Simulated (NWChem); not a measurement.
System: SiNH4Cl; SMILES N[SiH2]Cl

```xyz
7

Si     0.5443    -0.5100     0.0000
N     -0.6269    -1.7660     0.0000
Cl    -0.2105     1.4507     0.0000
H      1.3455    -0.6303    -1.2367
H      1.3455    -0.6303     1.2367
H     -1.1720    -1.9497     0.8346
H     -1.1720    -1.9497    -0.8346
```
Atoms are numbered in this order, from 1.

All runs: NWChem. Structure relaxed at the B3LYP/6-31G* (spherical d) level. Vertical excitations in the gas phase; the lowest state need not have the same character in each row.

```csv
level,"lowest excitation, singlet (eV)",oscillator strength of that lowest state,"lowest state with f > 0.02, singlet (eV)",oscillator strength of that bright state,orbital gap (eV)
"PBE/def2-SVP, full TDDFT",6.68,0.019,7.43,0.035,6.45
"B3LYP/def2-SVP, full TDDFT",[?],[?],[?],[?],[?]
"BHandHLYP/def2-SVP, full TDDFT",7.63,0.033,7.63,0.033,11.03
"Hartree-Fock/def2-SVP, TDHF",8.46,0.037,8.46,0.037,15.65
```

**Question.** What belongs in the gaps?

**Answer.** 
- B3LYP/def2-SVP, full TDDFT, lowest excitation, singlet (eV): 7.07
- B3LYP/def2-SVP, full TDDFT, oscillator strength of that lowest state: 0.027
- B3LYP/def2-SVP, full TDDFT, lowest state with f > 0.02, singlet (eV): 7.07
- B3LYP/def2-SVP, full TDDFT, oscillator strength of that bright state: 0.027
- B3LYP/def2-SVP, full TDDFT, orbital gap (eV): 8.25
